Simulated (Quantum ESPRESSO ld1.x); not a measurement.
Question: These are the eigenvalues of the occupied orbitals of an atom or ion with whole-number occupations (hartree). Calculated with ld1.x of Quantum ESPRESSO 7.5: non-relativistic Kohn-Sham, LDA (Slater exchange, Perdew-Zunger correlation), spin-polarised, spherical densities, point nucleus.

| orbital | eigenvalue |
|---|---|
| 1s | -8.42004 |

Which element is it, and in what charge state? The configuration may be excited. Open shells, if any, are filled with parallel spins first.

Answer: Z = 5, boron, charge +3: B3+ in [He]. The 1s level, -8.42 hartree, gives Z - s = 4.1 by -(Z - s)^2/2, which with screening narrows Z to a few neighbours, and with so few levels the electron count can be read from the list.
